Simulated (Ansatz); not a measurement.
Start from `C=[CH][Ga]([Cl])[Cl]` and change one atom or group to get `C[CH2][Ga]([Cl])[Cl]`.

Ansatz, PBE0-D4/def2-TZVP geometries, multiplicity 1. Each molecule was computed in one conformer, which needn't be the lowest.

Scalar relativity is left out up to krypton.

```csv
property,`C=[CH][Ga]([Cl])[Cl]`
size of the dipole moment (B3LYP/def2-TZVPP) / D,2.92
size of the dipole moment (PBE/def2-TZVPP) / D,2.85
HOMO–LUMO gap (ωB97M-V/def2-TZVPP) / eV,11.01
zero-point energy (PBE0-D4/def2-TZVP) / kJ/mol,117.4
HOMO energy (ωB97M-V/def2-TZVPP) / eV,-10.98
HOMO energy (PBE/def2-TZVPP) / eV,-7.47
```

**Question.** What does the change do to each property? (An estimate is asked.)

**Answer.** The calculation gave: 
| property | `C[CH2][Ga]([Cl])[Cl]` | shift |
| --- | --- | --- |
| size of the dipole moment (B3LYP/def2-TZVPP) / D | 3.02 | 0.10 |
| size of the dipole moment (PBE/def2-TZVPP) / D | 2.97 | 0.12 |
| HOMO–LUMO gap (ωB97M-V/def2-TZVPP) / eV | 11.12 | 0.11 |
| zero-point energy (PBE0-D4/def2-TZVP) / kJ/mol | 177.3 | 59.9 |
| HOMO energy (ωB97M-V/def2-TZVPP) / eV | -10.56 | 0.42 |
| HOMO energy (PBE/def2-TZVPP) / eV | -7.16 | 0.31 |

With PBE0 the HOMO rises by 0.33 eV and the LUMO rises by 0.69 eV, so the gap widens by about 0.36 eV. PBE moves the HOMO by 0.31 eV and ωB97M-V by 0.42 eV. The zero-point energy changes by 59.9 kJ/mol with +6 modes. Dipoles are sizes alone; their direction can turn.

B3LYP here is the variant with VWN-RPA as its local correlation; programs differ in this.
